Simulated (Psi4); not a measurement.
BeCl₂, singlet, at a GFN2-xTB geometry (such geometries of metal compounds can be far from the true shape). Base run: PBE0/def2-TZVP run with Psi4.

The Psi4 input:
```
memory 2 GB

molecule mol {
0 1
  Be    0.000000    0.000000    0.000000
  Cl    0.000000    0.000000    1.762966
  Cl   -0.000000   -0.000000   -1.762966
}

set basis def2-tzvp
set reference rks

energy('pbe0')
print_variables()
```

The base run was repeated with changes; each row names its change, and settings that it needs were set with it.

```csv
change,ΔE vs base (µEh),SCF cycles,grid points,basis functions
base,0.0,7,65696,93
guess = gwh,0.0,10,65696,93
scf_initial_accelerator = none,0.0,7,65696,93
d_convergence = 1e-8,0.0,9,65696,93
scf_type = direct,6.3,9,65696,93
dft_radial_scheme = multiexp,-14.4,7,67728,93
cholesky_tolerance = 1e-3 (with scf_type cd),-60.0,7,65696,93
diis_max_vecs = 15,0.0,7,65696,93
guess = sapgau,0.0,7,65696,93
dft_spherical_points = 590,4.7,7,128200,93
df_basis_scf = def2-universal-jkfit,0.0,7,65696,93
dft_nuclear_scheme = stratmann,5.5,7,61780,93
dft_radial_scheme = mura,-0.1,7,66174,93
```
